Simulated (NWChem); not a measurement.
Species: C₂H₃ClO₂Si; SMILES Cl[Si](O)(O)C#C

```xyz
9

C      0.9727     2.7424     0.0020
C      0.3976     1.6712    -0.0044
Si    -0.4535     0.0659     0.0317
O     -1.3983    -0.1376     1.3639
O     -1.4052    -0.0256    -1.2967
Cl     0.9932    -1.4091     0.0316
H      1.4806     3.6911     0.0010
H     -0.9636    -0.3094     2.2043
H     -2.0048    -0.7765    -1.3500
```
Atoms are numbered in this order, from 1.

Program: NWChem. Pople sets run with spherical d functions. Geometry: optimised at PBE0/def2-SVP. Atomic charges in e: unrestrained fits to the electrostatic potential beside Mulliken populations; buried atoms are poorly determined by the fit.

For level Hartree-Fock/6-31G*:

| Property | Result |
|---|---|
| ESP C2 | -0.28 |
| Mulliken C2 | -0.30 |
| ESP Si3 | 1.24 |
| Mulliken Si3 | 1.28 |
| ESP O4 | -0.77 |
| Mulliken O4 | -0.87 |
| ESP O5 | -0.75 |
| Mulliken O5 | -0.85 |

### Question
Estimate the same quantities for level B3LYP/def2-SVP.

### Answer
The ESP C2 is -0.17. The Mulliken C2 comes out as 0.03 and the ESP Si3 is 0.92. The Mulliken Si3 is 0.73, the ESP O4 is -0.63 and the Mulliken O4 comes out as -0.37. The ESP O5 is -0.62 and the Mulliken O5 is -0.35.
